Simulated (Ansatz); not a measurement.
Harmonic frequencies (cm⁻¹) at PBE0-D4/def2-TZVP from Ansatz: 53, 146, 162, 182, 210, 236, 302, 339, 595, 628, 695, 755, 769, 818, 899, 908, 941, 1174, 1276, 1442, 1447, 2591, 2675, 3045, 3126, 3139, 3912.

Each molecule was computed in one conformer, which needn't be the lowest.

**Question.** Which molecule is it?
A. `OCB[SiH2]F`
B. `BC[SiH](O)F`
C. `B[SiH2]C(O)F`
D. `B[Si](C)(O)F`

**Answer.** D.
